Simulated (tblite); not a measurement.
Input of a run (GFN2-xTB geometry optimisation, gas phase (tblite 0.8.0)), started from a force field or distance geometry:
```
{"job": {"kind": "relax", "xc": "GFN2-xTB", "basis": "xTB"}, "charge": 0, "multiplicity": 1}
F      2.153100     0.800400     1.080900
C      1.785900     0.063900    -0.049900
C      0.352000    -0.271300     0.040500
C     -0.637000     0.881300     0.078000
Si    -1.746600    -0.613600    -0.205800
O     -0.286000    -0.710900    -1.108900
H      2.067200     0.613500    -0.964900
H      2.389300    -0.873500    -0.034600
H      0.125700    -0.967800     0.876000
H     -0.630400     1.571300    -0.768800
H     -0.754500     1.324300     1.070600
H     -2.945900    -0.328900    -0.973300
H     -1.877200    -1.488200     0.942500
```

Output (eV, eV/Å):
```
step      E/eV     max force
  0    -557.10170    4.534
  1    -557.59845    2.283
  2    -557.88667    1.493
  3    -558.08223    1.206
  4    -558.18001    0.961
  5    -558.25717    0.787
  6    -558.31020    0.742
  7    -558.36046    0.670
  8    -558.40437    0.558
  9    -558.43211    0.491
 10    -558.46530    0.497
 11    -558.50781    0.665
 12    -558.55646    0.724
 13    -558.61261    0.583
 14    -558.67466    0.612
 15    -558.72962    0.567
 16    -558.77835    0.556
 17    -558.81551    0.616
 18    -558.84395    0.472
 19    -558.87534    0.436
 20    -558.89935    0.507
 21    -558.91817    0.594
 22    -558.93647    0.410
 23    -558.95058    0.347
 24    -558.96066    0.322
 25    -558.96936    0.245
 26    -558.97538    0.164
 27    -558.97904    0.150
 28    -558.98268    0.168
 29    -558.98692    0.180
 30    -558.99064    0.183
 31    -558.99348    0.179
 32    -558.99616    0.167
 33    -558.99930    0.148
 34    -559.00285    0.150
 35    -559.00576    0.169
 36    -559.00696    0.140
 37    -559.00821    0.081
 38    -559.00903    0.080
 39    -559.01033    0.071
 40    -559.01145    0.074
 41    -559.01249    0.074
 42    -559.01313    0.055
 43    -559.01360    0.045
 44    -559.01392    0.048
 45    -559.01429    0.058
 46    -559.01473    0.058
 47    -559.01516    0.043
 48    -559.01546    0.041
 49    -559.01566    0.034
 50    -559.01586    0.030
 51    -559.01611    0.037
 52    -559.01637    0.048
 53    -559.01660    0.054
 54    -559.01683    0.051
 55    -559.01714    0.041
 56    -559.01753    0.042
 57    -559.01795    0.048
 58    -559.01833    0.047
 59    -559.01866    0.038
 60    -559.01900    0.045
 61    -559.01936    0.045
 62    -559.01973    0.044
 63    -559.02015    0.050
 64    -559.02070    0.050
 65    -559.02143    0.048
 66    -559.02217    0.050
 67    -559.02270    0.044
 68    -559.02297    0.037
 69    -559.02313    0.032
 70    -559.02324    0.042
 71    -559.02344    0.029
 72    -559.02361    0.026
 73    -559.02371    0.021
 74    -559.02379    0.024
 75    -559.02387    0.030
 76    -559.02396    0.031
 77    -559.02404    0.026
 78    -559.02412    0.023
 79    -559.02418    0.016
 80    -559.02423    0.016
 81    -559.02426    0.014
 82    -559.02430    0.019
 83    -559.02433    0.017
 84    -559.02436    0.013
 85    -559.02439    0.007
```

Summarise the run.

The energy falls by 44.3 kcal/mol over 85 L-BFGS steps, the largest force on an atom goes from 4.53 to 0.007 eV/Å, and the atoms move by 0.796 Å rms after alignment. The bond that changes most is Si5–O6 (oxygen-bound silicon to silyl ether oxygen), which shortens by 0.057 Å. Bonds longer at the end by more than 0.005 Å: 6 of 13; shorter: 7. Among the angles that change most is C4–C3–O6, from 87.8° to 100.3°. Among the dihedrals that turn most is H9–C3–C4–H10, from -171° to 124°. The energy never rose by more than 1e-5 eV on the way. The first step brought 26 % of the lowering.

What are the final bond lengths?

F1–C2 1.371 Å, C2–C3 1.520 Å, C3–C4 1.533 Å, C4–Si5 1.908 Å, Si5–O6 1.663 Å, C3–O6 1.430 Å, C2–H7 1.095 Å, C2–H8 1.094 Å, C3–H9 1.094 Å, C4–H10 1.086 Å, C4–H11 1.085 Å, Si5–H12 1.458 Å, Si5–H13 1.456 Å. Numbering counts from 1 in the input's order; the species is `FC[C@H]1C[SiH2]O1`.

Its GFN2-xTB frequencies are all real (lowest 66 cm⁻¹). One conformer, not necessarily the lowest.

The numbers are calculated, not measured.
